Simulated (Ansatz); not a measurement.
`[CH3][GeH]([SiH3])[Cl]`, 11 atoms. The species carries charge 0 and has multiplicity 1. Correlated methods include outer-core shells of Ge, which these sets cover unevenly. Scalar relativity is left out up to krypton. All runs use 4 threads of a server CPU on a shared host. Correlated methods freeze the cores.

(1) How many basis functions does each run have, and how long does it take in Ansatz? RKS ωB97M-V/def2-QZVPP energy; RKS PBE0-D4/def2-TZVP frequencies; direct RPA on PBE orbitals/def2-TZVPP energy; RHF-CCSD(T)/def2-TZVPP energy; RKS revPBE-D4/def2-TZVPP energy; RKS PBE-D4/def2-TZVPP energy and forces; RKS B3LYP-D4/def2-TZVPP energy and forces; RHF-MP2/def2-QZVPP energy; RKS ωB97X-V/def2-TZVPP energy; RKS PBE0-D4/def2-SVP energy; RKS PBE0-D4/def2-TZVP relaxation (7 steps); RHF-CCSD(T)/def2-SVP energy. (Estimate.)

Answers

(1) Ansatz gave: Other jobs shared the machine, so times are rough.

```csv
level,job,functions,wall time,peak host memory (GiB)
RKS PBE0-D4/def2-SVP,energy,117,1.4 s,0.28
RKS revPBE-D4/def2-TZVPP,energy,261,2.1 s,0.4
RKS PBE-D4/def2-TZVPP,energy and forces,261,2.3 s,0.4
direct RPA on PBE orbitals/def2-TZVPP,energy,261,4.6 s,0.63
RKS B3LYP-D4/def2-TZVPP,energy and forces,261,5.5 s,0.88
RHF-CCSD(T)/def2-SVP,energy,117,5.5 s,0.57
RKS ωB97X-V/def2-TZVPP,energy,261,7.5 s,1
RKS ωB97M-V/def2-QZVPP,energy,496,19 s,2.7
RHF-MP2/def2-QZVPP,energy,496,21 s,3.2
RKS PBE0-D4/def2-TZVP,relaxation (7 steps),195,24 s,0.66
RKS PBE0-D4/def2-TZVP,frequencies,195,2.3 min,0.65
RHF-CCSD(T)/def2-TZVPP,energy,261,2.3 min,5.8
```

B3LYP here is the variant with VWN-RPA as its local correlation; programs differ in this.
